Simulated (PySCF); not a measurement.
SMILES c1cc(ccc1)[SiH2]CCl (C7H9ClSi), GFN2-xTB optimised geometry.

```
18

Cl    -1.52    -3.87    -1.13
C     -0.55    -2.37    -1.10
Si    -1.41    -1.10     0.04
C     -0.42     0.51     0.00
C     -1.07     1.74     0.00
C     -0.36     2.93     0.00
C      1.02     2.90     0.00
C      1.69     1.69     0.00
C      0.97     0.51     0.00
H     -0.48    -2.04    -2.14
H      0.44    -2.66    -0.76
H     -2.77    -0.87    -0.48
H     -1.45    -1.67     1.39
H     -2.15     1.76     0.01
H     -0.89     3.87     0.00
H      1.58     3.83     0.00
H      2.77     1.67     0.00
H      1.50    -0.43     0.00
```

Density from PBE/def2-SVP (PySCF) at that geometry.

Minimum of the electron density along straight lines between bonded atoms, close to the bond critical point (lines longer than 1.1 times the sum of covalent radii, or with two minima, are not listed):

```csv
bond,length / Å,ρ at the minimum / e bohr⁻³,∇²ρ there / e bohr⁻⁵,position (fraction from the first atom)
Cl1–C2,1.785,0.175,-0.17,0.58
C2–Si3,1.914,0.108,0.30,0.62
Si3–C4,1.888,0.113,0.32,0.38
C4–C5,1.392,0.303,-0.73,0.50
C5–C6,1.383,0.310,-0.77,0.50
C6–C7,1.385,0.309,-0.77,0.50
C7–C8,1.385,0.309,-0.77,0.50
C4–C9,1.393,0.302,-0.72,0.50
C8–C9,1.383,0.310,-0.77,0.50
C2–H10,1.088,0.277,-1.03,0.64
C2–H11,1.087,0.277,-1.02,0.64
Si3–H12,1.464,0.117,0.32,0.49
Si3–H13,1.466,0.117,0.31,0.49
C5–H14,1.080,0.282,-1.05,0.63
C6–H15,1.081,0.281,-1.05,0.63
C7–H16,1.080,0.281,-1.05,0.63
C8–H17,1.081,0.281,-1.05,0.63
C9–H18,1.081,0.281,-1.04,0.63
```
